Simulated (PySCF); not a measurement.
C₈H₁₉N.
Atom-mapped SMILES: `[CH3:1][CH2:2][N:3]([CH2:4][CH3:5])[C:6]([CH3:7])([CH3:8])[CH3:9]` (hydrogens: H10, H11, H12 on C1; H13, H14 on C2; H15, H16 on C4; H17, H18, H19 on C5; H20, H21, H22 on C7; H23, H24, H25 on C8; H26, H27, H28 on C9)

The same species was optimised twice, with GFN2-xTB and with PBE0-D3(BJ)/def2-SVP (PySCF), and the same property calculations (PySCF, gas phase) were run on both structures.

| coordinate | GFN2-xTB | PBE0-D3(BJ)/def2-SVP | change |
| --- | --- | --- | --- |
| N3–C6 (Å) | 1.466 | 1.475 | +0.009 |
| C1–C2 (Å) | 1.530 | 1.522 | -0.008 |
| C4–C5 (Å) | 1.528 | 1.520 | -0.008 |
| C6–C7 (Å) | 1.539 | 1.534 | -0.005 |
| C6–C9 (Å) | 1.540 | 1.537 | -0.003 |
| C6–C8 (Å) | 1.535 | 1.532 | -0.003 |
| N3–C4 (Å) | 1.452 | 1.449 | -0.003 |
| C2–N3 (Å) | 1.456 | 1.456 | 0.000 |
| C1–C2–N3 (°) | 112.0 | 113.8 | +1.8 |
| N3–C4–C5 (°) | 111.1 | 112.8 | +1.7 |
| N3–C6–C9 (°) | 112.9 | 112.4 | -0.5 |
| N3–C6–C7 (°) | 109.3 | 109.8 | +0.5 |
| C2–N3–C6 (°) | 116.6 | 116.2 | -0.4 |
| C4–N3–C6 (°) | 116.3 | 116.6 | +0.3 |
| C2–N3–C4 (°) | 112.0 | 112.4 | +0.4 |
| N3–C6–C8 (°) | 109.3 | 109.1 | -0.2 |
| C1–C2–N3–C4 (°) | 114 | 114 | 0 |
| C2–N3–C4–C5 (°) | -74 | -69 | +5 |
| C2–N3–C6–C7 (°) | 168 | 169 | +1 |

Rotational constants: A = 1860, B = 1317, C = 1000 MHz (GFN2-xTB) against A = 1860, B = 1305, C = 988.1 MHz (PBE0-D3(BJ)/def2-SVP). Point groups within 0.08 Å: C1 and C1. Atoms that the bonding makes alike are paired by their places after alignment.

On the GFN2-xTB structure: HOMO (eV) -5.73 [PBE0/pcSseg-1]; LUMO (eV) 1.45 [PBE0/pcSseg-1]; dipole (D) 0.63 [PBE0/pcSseg-1]; GIAO shielding of C1/C5 (mean) (ppm) 164.7 [PBE0/pcSseg-1]; GIAO shielding of C2/C4 (mean) (ppm) 138.2 [PBE0/pcSseg-1]; GIAO shielding of N3 (ppm) 187.0 [PBE0/pcSseg-1]; GIAO shielding of C6 (ppm) 131.4 [PBE0/pcSseg-1]; GIAO shielding of C7/C8/C9 (mean) (ppm) 157.6 [PBE0/pcSseg-1].

Task: What do these properties become on the PBE0-D3(BJ)/def2-SVP structure?

Result: 
```json
{"property": "HOMO (eV)", "level": "PBE0/pcSseg-1", "on GFN2-xTB": "-5.73", "on PBE0-D3(BJ)/def2-SVP": "-5.77", "change": "-0.04"}
{"property": "LUMO (eV)", "level": "PBE0/pcSseg-1", "on GFN2-xTB": "1.45", "on PBE0-D3(BJ)/def2-SVP": "1.40", "change": "-0.05"}
{"property": "dipole (D)", "level": "PBE0/pcSseg-1", "on GFN2-xTB": "0.63", "on PBE0-D3(BJ)/def2-SVP": "0.62", "change": "-0.01"}
{"property": "energy, GFN2-xTB geometry as zero (kcal/mol)", "level": "PBE0/pcSseg-1", "on GFN2-xTB": "0.0", "on PBE0-D3(BJ)/def2-SVP": "-1.0", "change": "-1.0"}
{"property": "GIAO shielding of C1/C5 (mean) (ppm)", "level": "PBE0/pcSseg-1", "on GFN2-xTB": "164.7", "on PBE0-D3(BJ)/def2-SVP": "163.4", "change": "-1.3"}
{"property": "GIAO shielding of C2/C4 (mean) (ppm)", "level": "PBE0/pcSseg-1", "on GFN2-xTB": "138.2", "on PBE0-D3(BJ)/def2-SVP": "138.8", "change": "+0.6"}
{"property": "GIAO shielding of N3 (ppm)", "level": "PBE0/pcSseg-1", "on GFN2-xTB": "187.0", "on PBE0-D3(BJ)/def2-SVP": "189.6", "change": "+2.6"}
{"property": "GIAO shielding of C6 (ppm)", "level": "PBE0/pcSseg-1", "on GFN2-xTB": "131.4", "on PBE0-D3(BJ)/def2-SVP": "130.6", "change": "-0.8"}
{"property": "GIAO shielding of C7/C8/C9 (mean) (ppm)", "level": "PBE0/pcSseg-1", "on GFN2-xTB": "157.6", "on PBE0-D3(BJ)/def2-SVP": "156.3", "change": "-1.3"}
```

The heavy atoms differ by 0.034 Å rms after alignment (one structure mirrored). Among bonds between heavy atoms C1–C2, N3–C6 and C4–C5 change most and about equally (-0.008 to +0.009 Å). Changes are differences of the printed values. Neither structure is proved a minimum here.

Conformer computed: `[CH3:1][CH2:2][N:3]([CH2:4][CH3:5])[C:6]([CH3:7])([CH3:8])[CH3:9]`: C1–C2–N3–C4 114°, C2–N3–C4–C5 -69°, C2–N3–C6–C7 169°.
